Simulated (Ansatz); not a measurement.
CH₈AlGaSi, SMILES `[CH3][AlH][SiH2][GaH2]`. The species carries charge 0 and has multiplicity 1. Geometry: relaxed with PBE0-D4/def2-TZVP. It is one conformer, not always the lowest.

```xyz
12

C    -0.152    1.442    1.959
Al    1.030    0.378    0.828
Si    0.462   -0.075   -1.512
Ga   -0.996   -1.975   -1.646
H    -0.965    1.921    1.409
H     0.408    2.220    2.489
H    -0.600    0.806    2.731
H     2.341   -0.276    1.453
H     1.690   -0.319   -2.326
H    -0.243    1.110   -2.090
H    -2.548   -1.802   -1.449
H    -0.427   -3.428   -1.846
```

What is the dipole moment at B3LYP/def2-TZVPP? (Estimate.)

The calculation gave: 0.99 D, with components (-0.10, 0.78, 0.61) D in this frame, pointing from negative to positive charge.

And with PBE, r2SCAN, ωB97M-V? (Estimate.)

Ansatz gave: PBE 1.04 D, r2SCAN 1.04 D, ωB97M-V 0.98 D.

Give the Mulliken charges with B3LYP, ωB97M-V, PBE in def2-TZVPP. (An estimate is asked.)

Ansatz gave: 
```
atom  B3LYP  ωB97M-V    PBE
  C1  -0.44    -0.51  -0.42
 Al2   0.44     0.44   0.39
 Si3  -0.03    -0.15  -0.09
 Ga4   0.12     0.10   0.10
  H5   0.10     0.12   0.11
  H6   0.09     0.11   0.10
  H7   0.09     0.11   0.10
  H8  -0.14    -0.12  -0.12
  H9  -0.06    -0.01  -0.04
 H10  -0.06    -0.01  -0.04
 H11  -0.06    -0.03  -0.04
 H12  -0.06    -0.03  -0.04
```

B3LYP here is the variant with VWN-RPA as its local correlation; programs differ in this.
